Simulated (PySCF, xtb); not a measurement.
C2H5N3Si, SMILES N[SiH]1N=CC=N1. The values are those of a single conformer.

Harmonic wavenumbers (cm⁻¹) from GFN2-xTB (xtb) at its own minimum, in rising order: 125, 142, 188, 369, 420, 507, 527, 546, 635, 657, 756, 799, 841, 882, 917, 928, 945, 1210, 1235, 1505, 1623, 1665, 2400, 3018, 3026, 3476, 3521.

What does B3LYP-D3(BJ)/def2-SVP in PySCF give at its own minimum? (An estimate is asked for; the answer gives what the named calculation found.)

117, 162, 249, 342, 418, 474, 528, 629, 699, 718, 773, 857, 880, 889, 915, 947, 1016, 1311, 1328, 1536, 1641, 1701, 2274, 3052, 3068, 3583, 3679. Paired by order, the mean absolute difference is 49 cm⁻¹ and the zero-point energies are 47.0 and 48.3 kcal/mol.
